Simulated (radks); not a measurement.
The nuclear charge of neutral krypton is varied continuously with 36 electrons held in [Kr]. Calculated with a radial shooting solver on a logarithmic mesh with Libxc functionals: scalar-relativistic Kohn-Sham, PBE, spin-unpolarised, spherical densities, finite nucleus; Fermi nuclear charge, rms radius 4.1884 fm. By the Hellmann-Feynman theorem dE/dZ = E(electron-nucleus)/Z, the electronic potential at the nucleus (averaged over a nucleus of fixed radius). The scalar-relativistic energy here is not variational (the density holds large components alone), so the two differ by a part that grows with Z.

[
 {"Z": "35.8", "E (hartree)": "-2752.93293", "E(electron-nucleus)/Z (hartree)": "-185.537", "HOMO": "4p", "e(HOMO) (eV)": "-7.100", "<r> HOMO (bohr)": "2.005"},
 {"Z": "35.9", "E (hartree)": "-2771.55189", "E(electron-nucleus)/Z (hartree)": "-186.240", "HOMO": "4p", "e(HOMO) (eV)": "-8.159", "<r> HOMO (bohr)": "1.975"},
 {"Z": "36", "E (hartree)": "-2790.24145", "E(electron-nucleus)/Z (hartree)": "-186.943", "HOMO": "4p", "e(HOMO) (eV)": "-9.247", "<r> HOMO (bohr)": "1.946"},
 {"Z": "36.1", "E (hartree)": "-2809.00160", "E(electron-nucleus)/Z (hartree)": "-187.645", "HOMO": "4p", "e(HOMO) (eV)": "-10.366", "<r> HOMO (bohr)": "1.918"},
 {"Z": "36.2", "E (hartree)": "-2827.83231", "E(electron-nucleus)/Z (hartree)": "-188.348", "HOMO": "4p", "e(HOMO) (eV)": "-11.513", "<r> HOMO (bohr)": "1.892"},
 {"Z": "36.3", "E (hartree)": "-2846.73356", "E(electron-nucleus)/Z (hartree)": "-189.050", "HOMO": "4p", "e(HOMO) (eV)": "-12.688", "<r> HOMO (bohr)": "1.866"},
 {"Z": "36.4", "E (hartree)": "-2865.70535", "E(electron-nucleus)/Z (hartree)": "-189.752", "HOMO": "4p", "e(HOMO) (eV)": "-13.890", "<r> HOMO (bohr)": "1.842"},
 {"Z": "36.5", "E (hartree)": "-2884.74765", "E(electron-nucleus)/Z (hartree)": "-190.454", "HOMO": "4p", "e(HOMO) (eV)": "-15.119", "<r> HOMO (bohr)": "1.819"},
 {"Z": "36.6", "E (hartree)": "-2903.86045", "E(electron-nucleus)/Z (hartree)": "-191.156", "HOMO": "4p", "e(HOMO) (eV)": "-16.374", "<r> HOMO (bohr)": "1.796"},
 {"Z": "36.7", "E (hartree)": "-2923.04375", "E(electron-nucleus)/Z (hartree)": "-191.857", "HOMO": "4p", "e(HOMO) (eV)": "-17.656", "<r> HOMO (bohr)": "1.775"},
 {"Z": "36.8", "E (hartree)": "-2942.29755", "E(electron-nucleus)/Z (hartree)": "-192.559", "HOMO": "4p", "e(HOMO) (eV)": "-18.962", "<r> HOMO (bohr)": "1.754"},
 {"Z": "36.9", "E (hartree)": "-2961.62183", "E(electron-nucleus)/Z (hartree)": "-193.260", "HOMO": "4p", "e(HOMO) (eV)": "-20.294", "<r> HOMO (bohr)": "1.734"},
 {"Z": "37", "E (hartree)": "-2981.01659", "E(electron-nucleus)/Z (hartree)": "-193.962", "HOMO": "4p", "e(HOMO) (eV)": "-21.651", "<r> HOMO (bohr)": "1.714"}
]

The central difference of E at Z = 36 is -187.249 hartree, to compare with the third column; the second derivative is -7.06 hartree.
